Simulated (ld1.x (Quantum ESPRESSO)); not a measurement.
antimony (Sb) TM: all-electron and pseudo phase curves

```
Element                 : Sb (Z = 51)
Generator               : ld1.x (Quantum ESPRESSO) 7.5
Type                    : norm-conserving Troullier–Martins (Kleinman–Bylander form)
Functional              : LDA (PZ)
Relativity              : fully relativistic
Frozen core             : [Kr] 4d10
Valence charge          : 5
Reference configuration : 5s2 5p2.75 (charge +0.25)
Partial waves           : 5s (bound): rc 1.50 bohr; 5p (bound): rc 1.80 bohr; 5d channel at 0.05 Ry: rc 1.40 bohr
Local potential         : all-electron potential smoothed inside 1.75 bohr (lloc = -1)
Core correction         : a·sin(br)/r model core inside 0.90 bohr
```

Open shells are filled in proportion to 2j + 1 (rel_dist='average').

The phase is arctan(r·u′/u) with u = r·R(r), unwrapped; energies in Ry, scanned from -3 to 5 Ry. A pole is an energy at which the radial function vanishes at the test radius. The pseudo phase is shifted by a multiple of π to meet the all-electron one at the reference energy, and phase errors are pseudo minus all-electron; the curves can meet again beyond the range given. Levels narrower than the energy grid can be missing from the lists of poles. Where the grid stepped over a known ghost or core level, its pole and its step of π were put in at the level’s energy.

```json
{"channel": "s", "radius (bohr)": "1.94", "reference energy (Ry)": "-1.10", "poles, all-electron": "3.56", "poles, pseudo": "-1.69, 4.23", "unbroken range about the reference energy with phases within 0.05 rad": "above -1.4", "phase error 1 Ry above the reference energy (rad)": "+0.032"}
{"channel": "p1/2", "radius (bohr)": "1.94", "reference energy (Ry)": "-0.53", "poles, all-electron": "none", "poles, pseudo": "2.10", "unbroken range about the reference energy with phases within 0.05 rad": "below 0.2", "phase error 1 Ry above the reference energy (rad)": "-0.079"}
{"channel": "p3/2", "radius (bohr)": "1.94", "reference energy (Ry)": "-0.48", "poles, all-electron": "none", "poles, pseudo": "1.73", "unbroken range about the reference energy with phases within 0.05 rad": "below 0.2", "phase error 1 Ry above the reference energy (rad)": "-0.141"}
{"channel": "d3/2", "radius (bohr)": "1.94", "reference energy (Ry)": "0.05", "poles, all-electron": "-2.29", "poles, pseudo": "-2.98, -0.31, 4.16", "unbroken range about the reference energy with phases within 0.05 rad": "-0.3 to 1.3", "phase error 1 Ry above the reference energy (rad)": "-0.025"}
{"channel": "d5/2", "radius (bohr)": "1.94", "reference energy (Ry)": "0.05", "poles, all-electron": "-2.18", "poles, pseudo": "-2.84, -0.31, 4.05", "unbroken range about the reference energy with phases within 0.05 rad": "-0.3 to 1.3", "phase error 1 Ry above the reference energy (rad)": "-0.026"}
```

Note: ghost states, extra bound levels that the all-electron valence spectrum of the same l lacks: s at -23.3 eV, d3/2 at -4.2 eV, d5/2 at -4.2 eV. A true bound ghost makes a file unfit for plane-wave use.

Phases in the p3/2 channel:

| E (Ry) | all-electron | pseudo |
| --- | --- | --- |
| -3.00 | 1.224 | 1.205 |
| -2.76 | 1.205 | 1.186 |
| -2.52 | 1.183 | 1.165 |
| -2.28 | 1.157 | 1.141 |
| -2.04 | 1.127 | 1.112 |
| -1.80 | 1.092 | 1.078 |
| -1.56 | 1.050 | 1.038 |
| -1.32 | 0.998 | 0.989 |
| -1.08 | 0.934 | 0.928 |
| -0.84 | 0.853 | 0.849 |
| -0.60 | 0.747 | 0.746 |
| -0.36 | 0.609 | 0.608 |
| -0.12 | 0.427 | 0.418 |
| 0.12 | 0.197 | 0.160 |
| 0.36 | -0.072 | -0.165 |
| 0.60 | -0.348 | -0.512 |
| 0.84 | -0.592 | -0.823 |
| 1.08 | -0.789 | -1.072 |
| 1.32 | -0.940 | -1.272 |
| 1.56 | -1.055 | -1.447 |
| 1.80 | -1.144 | -1.623 |
| 2.04 | -1.213 | -1.838 |
| 2.28 | -1.269 | -2.162 |
| 2.52 | -1.314 | -2.704 |
| 2.76 | -1.352 | -3.359 |
| 3.00 | -1.384 | -3.803 |
| 3.24 | -1.411 | -4.049 |
| 3.48 | -1.435 | -4.195 |
| 3.72 | -1.456 | -4.292 |
| 3.96 | -1.474 | -4.360 |
| 4.20 | -1.491 | -4.412 |
| 4.44 | -1.506 | -4.454 |
| 4.68 | -1.520 | -4.487 |
| 4.92 | -1.533 | -4.515 |
